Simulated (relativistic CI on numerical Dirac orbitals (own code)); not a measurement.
## Electric-dipole lines of Sb16+

Computed by Dirac-Coulomb-Breit CI, separate exchange-only KLI orbitals for each configuration, model QED (radiative potential, 1s self-energy scaled to tabulated hydrogen-like ionisation energies), unscaled Slater integrals (own radial code, finite nucleus).

CI space (outside the closed core [Ar] 3d10): 4s2 4p5, 4s 4p6, 4s2 4p4 4d, 4s 4p5 4d, 4s2 4p4 4f, 4s 4p5 4f, 4p6 4d, 4s 4p4 4d2, 4s2 4p3 4d 4f, 4s2 4p4 5s, 4p6 4f, 4s2 4p4 5p, 4p6 5s, 4s 4p5 5s, 4s 4p4 4d 5s, 4s2 4p4 5d, 4s 4p5 5p, 4p5 4d 4f, 4s2 4p3 4f 5s, 4s2 4p4 5f, 4s 4p4 4f2, 4s2 4p4 6s, 4s2 4p4 5g, 4s 4p5 5d, 4s2 4p4 6p, 4s2 4p4 6d, 4s 4p4 5s2, 4s2 4p3 4d2, 4s2 4p2 4d3, 4s 4p3 4d3, 4s2 4p2 4d2 4f, 4s 4p3 4d2 4f, 4s2 4p2 4d2 5s, 4p5 4d2, 4p4 4d3, 4p4 4d2 4f, 4p4 4d2 5s, 4p5 4d 5s, 4p4 4d 4f 5s, 4p4 4d 5s2, 4s2 4p3 5s2, 4s2 4p2 4d 5s2, 4s 4p3 4d 5s2, 4s2 4p2 4f 5s2, 4s 4p3 4f 5s2. Double excitations out of closed p, d and f shells are left out; levels of such configurations are missing from the list, as are those of other unlisted configurations, and high levels can miss mixing partners. These lack a partner that the ground configuration has and come out too high: 4s2 4p4 5p, 4s 4p5 5s, 4s2 4p4 5d, 4s 4p5 5p, 4s2 4p4 5f.

```
λ vac (Å)                   Lower                       Upper   A (s⁻¹)        gf  Branching (%)
   120.65   4s2 4p4 4d 4F_9/2 [8]  4s2 4p3 4d2 2H°_11/2 [169]  3.18e+11  8.32e+00           98.3
   121.54  4s2 4p4 4d 2G_9/2 [22]  4s2 4p3 4d2 2H°_11/2 [212]  6.04e+11  1.60e+01           99.6
   122.17  4s2 4p4 4d 2F_5/2 [23]   4s2 4p3 4d2 2F°_7/2 [214]  3.50e+11  6.26e+00           55.4
   122.39  4s2 4p4 4d 2F_7/2 [24]   4s2 4p3 4d2 2G°_9/2 [219]  5.86e+11  1.32e+01           97.5
   122.48   4s2 4p4 4d 4F_9/2 [8]  4s2 4p3 4d2 4G°_11/2 [159]  2.58e+11  6.95e+00           98.0
   122.62   4s2 4p4 4d 2F_7/2 [9]   4s2 4p3 4d2 4F°_7/2 [163]  3.67e+11  6.62e+00           80.0
   122.76   4s2 4p4 4d 4D_3/2 [4]   4s2 4p3 4d2 4D°_5/2 [142]  2.16e+11  2.93e+00           51.1
   122.83   4s2 4p4 4d 2F_7/2 [9]    4s2 4p4 4f 2G°_9/2 [161]  4.51e+11  1.02e+01           80.0
   122.87  4s2 4p4 4d 2D_5/2 [28]   4s2 4p3 4d2 2F°_7/2 [247]  7.84e+11  1.42e+01           70.8
   123.21   4s2 4p4 4d 4D_7/2 [7]    4s2 4p4 4f 4F°_9/2 [146]  4.55e+11  1.03e+01           91.7
   123.41       4s 4p6 2S_1/2 [3]      4s 4p5 4d 2P°_3/2 [82]  5.31e+11  4.85e+00           96.9
   123.47  4s2 4p4 4d 2D_5/2 [18]   4s2 4p3 4d2 2F°_7/2 [204]  3.48e+11  6.37e+00           59.8
   123.89  4s2 4p4 4d 2G_7/2 [20]    4s2 4p4 4f 2H°_9/2 [202]  5.77e+11  1.33e+01           99.1
   124.06   4s2 4p4 4d 4D_5/2 [5]    4s2 4p4 4f 4F°_7/2 [138]  2.71e+11  5.01e+00           74.0
   124.34       4s 4p6 2S_1/2 [3]      4s 4p5 4d 2P°_1/2 [79]  4.63e+11  2.14e+00           95.9
   124.46   4s2 4p4 4d 4D_7/2 [7]   4s2 4p3 4d2 4D°_7/2 [141]  3.47e+11  6.44e+00           93.3
   124.47  4s2 4p4 4d 2G_9/2 [22]   4s2 4p3 4d2 2G°_9/2 [207]  3.47e+11  8.05e+00           64.9
   124.69   4s2 4p4 4d 4F_9/2 [8]   4s2 4p3 4d2 4D°_7/2 [155]  1.63e+11  3.04e+00           84.7
   124.98  4s2 4p4 4d 2P_3/2 [27]   4s2 4p3 4d2 2D°_5/2 [242]  6.32e+11  8.89e+00           71.1
   125.10   4s2 4p4 4d 4F_9/2 [8]   4s2 4p3 4d2 4F°_9/2 [152]  3.29e+11  7.72e+00           68.8
   125.18   4s2 4p4 4d 4D_3/2 [4]    4s2 4p4 4f 2D°_3/2 [135]  2.32e+11  2.18e+00           70.6
   125.61  4s2 4p4 4d 2D_3/2 [31]   4s2 4p3 4d2 2F°_5/2 [284]  1.05e+12  1.49e+01           95.5
   125.76   4s2 4p4 4d 4D_5/2 [5]   4s2 4p3 4d2 4D°_3/2 [131]  2.68e+11  2.54e+00           79.4
   125.98     4s2 4p5 2P°_3/2 [1]      4s2 4p4 4d 2D_5/2 [28]  5.08e+11  7.25e+00          100.0
   126.31     4s2 4p5 2P°_3/2 [1]      4s2 4p4 4d 2P_3/2 [27]  4.19e+11  4.01e+00           99.1
   126.65  4s2 4p4 4d 4F_7/2 [17]   4s2 4p3 4d2 2G°_9/2 [189]  3.17e+11  7.63e+00           68.0
   126.94     4s2 4p5 2P°_1/2 [2]      4s2 4p4 4d 2D_3/2 [31]  5.32e+11  5.14e+00           99.3
   127.38  4s2 4p4 4d 2D_3/2 [25]    4s2 4p4 4f 2F°_5/2 [217]  4.66e+11  6.81e+00           86.7
   130.08     4s2 4p5 2P°_3/2 [1]      4s2 4p4 4d 2S_1/2 [26]  4.58e+11  2.33e+00           93.2
   136.04     4s2 4p5 2P°_1/2 [2]      4s2 4p4 4d 2P_1/2 [30]  3.84e+11  2.13e+00           90.3
```

Terms are leading LS components. Brackets give the number of a level in order of energy, since labels repeat. The list gives strong lines, with weight on those to low levels, without lines whose two gauges differ by over a factor of 2.5, among the lowest 400 of 9429 levels, so that lines to higher ones, which can be the strongest, are missing. Levels whose partners in the same complex of configurations lie outside the list can be far off, and so can their lines. Rates are taken at the computed energies, electric ones in the length gauge.

At this charge energies of transitions that change n are usually good to better than 1 %, and those within a shell (Δn = 0) to a few per cent.

LS names give the leading component of a level, which can be under half, so a name can repeat, a term be missing and a line seem to break the LS rules.
